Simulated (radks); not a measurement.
The lanthanum ion La+, configuration [Xe] 5d2 (the NIST ground configuration). All-electron calculation, Dirac Kohn-Sham, BLYP, spin-unpolarised, spherical densities, finite nucleus; open shells are shared between the two j in proportion to 2j + 1; Fermi nuclear charge, rms radius 4.855 fm. Program: a radial shooting solver on a logarithmic mesh with Libxc functionals.

Spin-orbit splittings of the eigenvalues, e(l+1/2) - e(l-1/2), with zeta = 2 splitting/(2l+1) and mean radii in bohr:

| shell | occ. | splitting (eV) | zeta (eV) | <r> j=l-1/2 | <r> j=l+1/2 |
|---|---|---|---|---|---|
| 2p | 6 | 413.3 | 275.5 | 0.08990 | 0.09600 |
| 3p | 6 | 80.53 | 53.69 | 0.2747 | 0.2868 |
| 3d | 10 | 17.23 | 6.892 | 0.2578 | 0.2615 |
| 4p | 6 | 17.16 | 11.44 | 0.6746 | 0.7017 |
| 4d | 10 | 2.978 | 1.191 | 0.7623 | 0.7719 |
| 5p | 6 | 2.491 | 1.660 | 1.759 | 1.842 |
| 5d | 2 | 0.1878 | 0.07510 | 2.900 | 2.954 |
